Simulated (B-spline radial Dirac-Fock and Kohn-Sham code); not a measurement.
# X-ray scattering factor of La³⁶⁺

System: the La³⁶⁺ ion, configuration [Ar] 3d3.

These are calculated numbers from a B-spline atomic structure program; the model is relativistic Hartree-Fock (Dirac-Fock) wave functions, averaged over the configuration. f₀ is the Fourier transform of the spherical electron density, S the Waller-Hartree incoherent function, and s = sin θ/λ. The electron scattering factor follows from the Mott-Bethe formula f_e = 0.023934 Å⁻¹·(Z − f₀)/s².

| s (Å⁻¹) | f₀ | S | f_e (Å) |
| --- | --- | --- | --- |
| 0 | 21.000 | 0.000 | – |
| 0.05 | 20.983 | 0.017 | 344.811 |
| 0.1 | 20.933 | 0.066 | 86.324 |
| 0.15 | 20.849 | 0.148 | 38.455 |
| 0.2 | 20.733 | 0.261 | 21.701 |
| 0.25 | 20.584 | 0.405 | 13.945 |
| 0.3 | 20.405 | 0.578 | 9.732 |
| 0.35 | 20.197 | 0.779 | 7.191 |
| 0.4 | 19.960 | 1.005 | 5.541 |
| 0.45 | 19.697 | 1.254 | 4.409 |
| 0.5 | 19.409 | 1.525 | 3.599 |
| 0.6 | 18.766 | 2.123 | 2.542 |
| 0.7 | 18.048 | 2.778 | 1.903 |
| 0.8 | 17.272 | 3.472 | 1.486 |
| 0.9 | 16.455 | 4.189 | 1.198 |
| 1 | 15.615 | 4.913 | 0.991 |
| 1.1 | 14.767 | 5.631 | 0.835 |
| 1.2 | 13.926 | 6.333 | 0.716 |
| 1.4 | 12.317 | 7.659 | 0.546 |
| 1.6 | 10.865 | 8.856 | 0.431 |
| 1.8 | 9.611 | 9.916 | 0.350 |
| 2 | 8.568 | 10.844 | 0.290 |
| 2.5 | 6.774 | 12.688 | 0.192 |
| 3 | 5.749 | 14.056 | 0.136 |
| 3.5 | 5.051 | 15.138 | 0.101 |
| 4 | 4.446 | 16.033 | 0.079 |
| 5 | 3.329 | 17.401 | 0.051 |
| 6 | 2.446 | 18.315 | 0.036 |

f₀ starts at the number of electrons, 21, and has fallen to half at s ≈ 1.66 Å⁻¹. The sum of ⟨r²⟩ over the electrons is 0.9156 bohr². For an ion f_e diverges as s goes to zero, because of the net charge.
